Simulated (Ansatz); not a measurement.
Job for Ansatz (a first-principles code): R-CCSD(T)/aug-cc-pV(D+d)Z on C2H5Cl (a complex), monomers drawn apart or pushed together. Files ending in .json are basis or fitting sets from the Basis Set Exchange.

Ansatz 0.2 input:
```yaml
crystal:
  periodic: [false, false, false]
  atoms:
    - {symbol: Cl, position_ang: [0.30878794, -0.48083887, 0.00354407]}
    - {symbol: H, position_ang: [0.19250176, -0.28751925, 1.27725835]}
    - {symbol: C, position_ang: [-0.62650665, 0.41731849, 3.81463710]}
    - {symbol: C, position_ang: [0.52994765, -0.20254087, 4.01556376]}
    - {symbol: H, position_ang: [-1.56689976, -0.12035514, 3.80851319]}
    - {symbol: H, position_ang: [-0.67806174, 1.48714086, 3.65241300]}
    - {symbol: H, position_ang: [1.46997244, 0.33573111, 4.02548963]}
    - {symbol: H, position_ang: [0.58117648, -1.27173721, 4.18177538]}
basis:
  gaussian:
    orbitals: aug-cc-pV_D+d_Z.json
magnetization: {spin_polarized: false}
correlation: {method: ccsd_t, electrons: outside_noble_gas}
scf: {lower_state_search: off}
```

Output:

```
WARN ansatz: RAYON_NUM_THREADS=2 ignored (pool sized by the plan → 2); use --threads N
Functional definition: HF
these checks for a lower state are left out or cut short: stability, starts, cluster_reference, orbital_swaps, neighbouring_geometries, increment
integrals: 0.23 GiB planned
1199 factors; integrals over basis functions are off by at most 7.1e-4 eV
mean field: 0.32 GiB planned
mean field evaluation 1: about -14641.5095 eV, gradient 2.7e1 eV
mean field evaluation 2: about -14641.5100 eV, gradient 2.7e1 eV
mean field evaluation 4: about -14643.5385 eV, gradient 2.2e0 eV
mean field evaluation 8: about -14643.5584 eV, gradient 1.1e-1 eV
mean field -14643.55844844 eV, -538.1408472196 hartree, gradient 5.2e-6 eV, S^2 0.000000; 0 other end points of the search recorded, 0 dependent functions left out
7 core orbitals not correlated
reference -14643.55844844 eV, -538.1408472196 hartree; 10, 10 occupied and 106, 106 virtual orbitals, 1199 factors
second order -12.24739672 eV of doubles, -0.00000000 eV of singles
coupled cluster: 0.63 GiB planned
cycle   1  -13.10973023 eV  change   -8.6e-1 eV  update   7.1e-2
cycle   2  -13.46171184 eV  change   -3.5e-1 eV  update   2.4e-2
cycle   3  -13.50595798 eV  change   -4.4e-2 eV  update   8.4e-3
cycle   4  -13.50668685 eV  change   -7.3e-4 eV  update   2.7e-3
cycle   5  -13.50679793 eV  change   -1.1e-4 eV  update   7.2e-4
cycle   6  -13.50683097 eV  change   -3.3e-5 eV  update   2.3e-4
cycle   7  -13.50688492 eV  change   -5.4e-5 eV  update   5.0e-5
cycle   8  -13.50690721 eV  change   -2.2e-5 eV  update   1.6e-5
perturbative correction -0.43407738 eV, -0.0159520496 hartree
Total energy: -14657.49943303 eV, -538.6531689538 hartree
Checks for a lower state left out: stability, starts, cluster_reference, orbital_swaps, neighbouring_geometries, increment
```

The calculation finished and met its thresholds.

Cost: around 13 core-seconds (rough).
